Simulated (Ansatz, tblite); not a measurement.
Removing an electron: Ga5P4H16⁻, a cluster cut from zinc blende GaP (hydrogen-capped). Total charge -1; singlet. Geometry: PBE-D4/def2-SVP. Ansatz, gas phase; energy differences of separate SCF runs; the oxidised species was run as a doublet alone.

```xyz
25

Ga    2.731   -0.424   -1.069
Ga   -0.063   -2.941    0.341
Ga    0.809    0.459    2.419
Ga   -0.072    2.863   -0.758
Ga   -2.867    0.348    0.657
P     1.523   -1.221    0.835
P     1.048    1.082   -1.986
P    -1.883   -1.556   -0.501
P    -0.873    1.591    1.103
H     2.972   -1.565   -2.151
H     3.926    0.531   -0.638
H     0.409   -3.869   -0.862
H    -0.642   -3.592    1.670
H     2.015    1.463    2.678
H     0.097   -0.264    3.644
H     1.099    3.845   -0.324
H    -1.255    3.391   -1.681
H    -3.474   -0.268    1.991
H    -3.817    1.085   -0.385
H     2.537   -1.949    1.544
H     1.601    1.665   -3.172
H     0.050    0.292   -2.642
H    -2.957   -2.438   -0.855
H    -1.558   -1.151   -1.835
H    -1.356    2.621    1.978
```

The xTB rows come from tblite. Single mean-field runs in def2-TZVP are fitted with def2-universal-jkfit. HOMO above LUMO, or a gap near zero within one spin, warns that the state may not be the lowest or that an electron is smeared out.

```csv
level,−HOMO (eV),vertical IE (eV),−LUMO (eV),HOMO–LUMO gap (eV),remarks
GFN1-xTB,7.69,9.45,2.53,5.16,–
GFN2-xTB,8.04,9.81,4.34,3.70,–
PBE-D4/def2-TZVP,3.00,4.92,-1.31,4.31,gap within one spin near zero (doublet)
PBE0-D4/def2-TZVP,4.07,5.41,-2.06,6.13,–
ωB97X-V/def2-TZVP,6.26,5.75,-3.98,10.23,–
```

Relaxing the oxidised species (PBE-D4/def2-SVP) changes its energy by -0.46 eV at PBE-D4/def2-TZVP, so the adiabatic ionisation energy to this nearest minimum is 4.46 eV. At PBE0-D4/def2-TZVP it is 4.66 eV.    Raw xTB energy differences between charge states are shifted by several eV; the methods need an empirical correction for them.
